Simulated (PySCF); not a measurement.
A PySCF script (with the pyscf-properties extension) for the NMR shieldings of `CC(=O)C(CN)CN`, C₅H₁₂N₂O, on a GFN2-xTB geometry:

```python
import basis_set_exchange as bse
import numpy as np
from pyscf import gto, dft
from pyscf.prop import nmr

atoms = """
C    -2.467471   -0.984491    0.092015
C    -1.051916   -1.188558   -0.393576
O    -0.766827   -2.058816   -1.179089
C    -0.031018   -0.204473    0.137576
C    -0.310105    1.197012   -0.480787
N     0.500120    2.268601    0.040544
C     1.390470   -0.680474   -0.185672
N     2.381519    0.107861    0.537097
H    -2.502118   -0.498490    1.062122
H    -2.979218   -1.942974    0.131351
H    -2.991717   -0.362250   -0.632377
H    -0.147553   -0.124359    1.224875
H    -1.358656    1.460689   -0.317733
H    -0.134341    1.137570   -1.558345
H     0.318389    2.399161    1.030558
H     1.482961    2.028529   -0.054363
H     1.454171   -1.758595    0.031805
H     1.572367   -0.552577   -1.255448
H     3.314655   -0.148360    0.233516
H     2.321141   -0.084328    1.532895
"""
names = dict.fromkeys(["C", "O", "N", "H"], "pcSseg-1")
basis = {el: gto.basis.parse(bse.get_basis(n, elements=[el], fmt="nwchem")) for el, n in names.items()}
mol = gto.M(atom=atoms, basis=basis, charge=0, verbose=0)
mf = dft.RKS(mol, xc="PBE0")
mf.grids.level = 2
mf.grids.alignment = dft.numint.BLKSIZE   # the property module wants whole blocks of grid points
mf.conv_tol = 1e-9
mf.kernel()

calc = nmr.RKS(mf)   # GIAO
C = mf.mo_coeff
Co = C[:, mf.mo_occ > 0]
resp = mf.gen_response(singlet=True, hermi=2)
def vind(x):   # induced exchange potential for any number of trial vectors
    d = np.einsum("pi,xij,qj->xpq", C, 2 * x.reshape(-1, C.shape[1], Co.shape[1]), Co, optimize=True)
    return np.einsum("xpq,pi,qj->xij", resp(d - d.transpose(0, 2, 1)), C, Co, optimize=True).ravel()
mo1, _ = nmr.rhf.solve_mo1(calc, with_cphf=vind)
sigma = calc.kernel(mo1)
for i, s in enumerate(sigma):   # ppm
    w = np.linalg.eigvalsh((s + s.T) / 2)
    print("%2d %-2s iso %8.1f  s11 %8.1f  s22 %8.1f  s33 %8.1f" % (i, mol.atom_pure_symbol(i), w.mean(), *w))
```

Q: Give the expected output.

A: 
```
 0 C  iso    156.4  s11    136.7  s22    143.5  s33    188.9
 1 C  iso    -26.7  s11   -107.6  s22    -71.5  s33     99.1
 2 O  iso   -329.1  s11   -937.1  s22   -414.3  s33    364.1
 3 C  iso    120.2  s11     97.6  s22    116.7  s33    146.4
 4 C  iso    131.3  s11    109.5  s22    135.9  s33    148.5
 5 N  iso    216.9  s11    203.8  s22    211.3  s33    235.6
 6 C  iso    136.1  s11    119.5  s22    136.8  s33    152.0
 7 N  iso    227.8  s11    194.2  s22    236.0  s33    253.0
 8 H  iso     29.5  s11     26.0  s22     30.7  s33     31.9
 9 H  iso     29.7  s11     26.3  s22     27.8  s33     35.0
10 H  iso     29.5  s11     26.1  s22     28.8  s33     33.5
11 H  iso     29.8  s11     26.2  s22     29.9  s33     33.2
12 H  iso     28.2  s11     22.7  s22     29.0  s33     33.0
13 H  iso     28.9  s11     24.7  s22     29.1  s33     32.9
14 H  iso     31.6  s11     26.0  s22     29.6  s33     39.2
15 H  iso     28.2  s11     20.0  s22     27.3  s33     37.3
16 H  iso     28.0  s11     21.9  s22     28.7  s33     33.3
17 H  iso     28.8  s11     25.5  s22     28.3  s33     32.6
18 H  iso     30.8  s11     23.3  s22     27.9  s33     41.2
19 H  iso     31.6  s11     25.1  s22     30.0  s33     39.8
```

These numbers come from an equivalent density-fitted implementation of the same equations, which agrees with the script to about 0.01 ppm for H and up to a few tenths of a ppm for heavy atoms, so last digits may differ.

Q: Turn these shieldings into chemical shifts. Scale: 13C (σ = 186.93 ppm) and 1H (σ = 31.72 ppm) against TMS; 17O (σ = 336.08 ppm) vs H2O; 15N (σ = 267.73 ppm) vs NH3 (reference shieldings calculated alike).

A: Averaging equivalent atoms: C 1: 213.6; C 3: 66.7; C 4/6: 53.2; C 0: 30.5; O 2: 665.2; N 5/7: 45.4; H 12/16: 3.62; H 13/17: 2.87; H 8/9/10: 2.15; H 11: 1.96; H 14/15/18/19: 1.15 ppm. Unscaled 17O shifts of doubly bonded oxygen tend to come out too high, by tens of ppm or more. Experimental scales use liquid or dissolved standards, which lie at an offset from isolated NH3 (liquid NH3: subtract about 20 ppm) and H2O (liquid H2O: subtract about 36 ppm).

Size and cost of the density-fitted run: 196 basis functions, 41 s wall time on 1 thread of an Arm Neoverse V2, shared host; peak memory 0.88 GiB.
